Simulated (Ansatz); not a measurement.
Relaxation of Cl₅H₄SiTa (11 atoms, charge 0, multiplicity 1), to a largest force component of 0.03 eV/Å in at most 50 steps.

The calculation used RKS PBE/def2-SVP (Ansatz 0.2.0).

```xyz
11
Properties=species:S:1:pos:R:3:forces:R:3
Ta -0.087 0.329 0.059 1.21 0.18 0.07
Cl 2.291 0.813 0.200 -0.96 0.06 -0.14
Cl -0.189 0.807 2.345 -0.01 -0.02 0.06
Cl 0.361 -0.667 -2.008 0.02 -0.04 -0.03
Cl -1.067 2.227 -0.709 -0.03 0.01 -0.01
Cl -1.817 -1.199 0.357 -0.04 -0.02 0.02
Si 1.431 -2.821 1.432 0.02 -0.60 0.27
H 0.516 -3.805 0.768 -0.01 0.01 0.00
H 2.864 -3.227 1.262 0.01 0.02 -0.01
H 1.087 -2.652 2.879 -0.01 0.00 0.02
H 1.290 -1.496 0.773 -0.21 0.39 -0.25
```

Q: Where does it end, and by what steps?

A: The forces met the threshold. The force dipped under the threshold on the way, but the program's further checks kept it going. After 12 steps the energy has fallen by 0.126 eV; H10 moved furthest, 0.50 Å.

| step | energy less start (eV) | largest force component (eV/Å) | accepted |
| --- | --- | --- | --- |
| 0 | 0.0000 | 1.214 | yes |
| 1 | -0.1007 | 0.241 | yes |
| 2 | -0.1083 | 0.121 | yes |
| 3 | -0.1133 | 0.050 | yes |
| 4 | -0.1154 | 0.050 | yes |
| 5 | -0.1181 | 0.009 | yes |
| 6 | -0.1191 | 0.087 | yes |
| 7 | -0.1202 | 0.065 | yes |
| 8 | -0.1235 | 0.023 | yes |
| 9 | -0.1238 | 0.137 | yes |
| 10 | -0.1257 | 0.041 | yes |
| 11 | -0.1261 | 0.014 | yes |
| 12 | -0.1265 | 0.006 | yes |

```xyz
11
Properties=species:S:1:pos:R:3
Ta 0.034 0.304 0.099
Cl 2.231 1.093 -0.085
Cl 0.130 0.794 2.391
Cl 0.360 -0.849 -1.918
Cl -1.153 2.095 -0.649
Cl -1.677 -1.234 0.596
Si 1.337 -2.821 1.402
H 0.663 -3.735 0.429
H 2.788 -3.164 1.570
H 0.629 -2.760 2.719
H 1.337 -1.415 0.804
```

Whether the end is a true minimum wasn't checked by a vibrational analysis.

Time of the run: 35 s on 4 threads of Arm Neoverse V2 (shared host), peak memory 0.28 GiB.
